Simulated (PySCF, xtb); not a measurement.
AlOBr, SMILES [O]=[Al][Br].

Harmonic wavenumbers (cm⁻¹) from xtb 6.7.1 with GFN2-xTB at its own minimum, in rising order: 207, 207, 397, 1180.

### Question
What does PBE-D3(BJ)/def2-TZVP (PySCF) give at its own minimum? (The exact figures need the calculation; the answer reports its results.)

### Answer
157, 157, 359, 1067. Paired by order, the mean absolute difference is 63 cm⁻¹ and the zero-point energies are 2.8 and 2.5 kcal/mol.
